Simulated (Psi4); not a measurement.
Calculation: SAPT0/jun-cc-pVDZ, frozen core run with Psi4 1.11.

Psi4 input:

```
molecule {
0 1
Si 0.00000086 0.00000300 -0.00000178
H -0.16380114 -1.10740722 -0.96863209
H -0.73610338 1.19037316 -0.48229186
H 1.43694998 0.32942016 0.13451478
H -0.53704632 -0.41238910 1.31641095
--
0 1
Se -0.63416108 3.61092289 1.51963851
H 0.19655844 2.56206153 2.12949487
H -0.35324031 4.52784275 2.63430049
units angstrom
symmetry c1
no_reorient
no_com
}
set basis jun-cc-pvdz
set scf_type df
set freeze_core true
energy('sapt0')
```

Part of the output:

```
    SAPT Results
  --------------------------------------------------------------------------------------------------------
    Electrostatics                 -0.56706558 [mEh]      -0.35583903 [kcal/mol]      -1.48883049 [kJ/mol]
      Elst10,r                     -0.56706558 [mEh]      -0.35583903 [kcal/mol]      -1.48883049 [kJ/mol]

    Exchange                        3.16268310 [mEh]       1.98461361 [kcal/mol]       8.30362335 [kJ/mol]
      Exch10                        3.16268310 [mEh]       1.98461361 [kcal/mol]       8.30362335 [kJ/mol]
      Exch10(S^2)                   3.15527883 [mEh]       1.97996736 [kcal/mol]       8.28418343 [kJ/mol]

    Induction                      -0.45875697 [mEh]      -0.28787434 [kcal/mol]      -1.20446625 [kJ/mol]
      Ind20,r                      -1.72302968 [mEh]      -1.08121745 [kcal/mol]      -4.52381381 [kJ/mol]
      Exch-Ind20,r                  1.53406224 [mEh]       0.96263859 [kcal/mol]       4.02767985 [kJ/mol]
      delta HF,r (2)               -0.26978952 [mEh]      -0.16929548 [kcal/mol]      -0.70833229 [kJ/mol]

    Dispersion                     -1.98788090 [mEh]      -1.24741410 [kcal/mol]      -5.21918058 [kJ/mol]
      Disp20                       -2.17347739 [mEh]      -1.36387765 [kcal/mol]      -5.70646409 [kJ/mol]
      Exch-Disp20                   0.18559649 [mEh]       0.11646356 [kcal/mol]       0.48728352 [kJ/mol]
      Disp20 (SS)                  -1.08673869 [mEh]      -0.68193883 [kcal/mol]      -2.85323205 [kJ/mol]
      Disp20 (OS)                  -1.08673869 [mEh]      -0.68193883 [kcal/mol]      -2.85323205 [kJ/mol]
      Exch-Disp20 (SS)              0.09142229 [mEh]       0.05736835 [kcal/mol]       0.24002919 [kJ/mol]
      Exch-Disp20 (OS)              0.09417420 [mEh]       0.05909520 [kcal/mol]       0.24725433 [kJ/mol]

  Total HF                          2.13686055 [mEh]       1.34090024 [kcal/mol]       5.61032661 [kJ/mol]
  Total SAPT0                       0.14897966 [mEh]       0.09348615 [kcal/mol]       0.39114604 [kJ/mol]
```
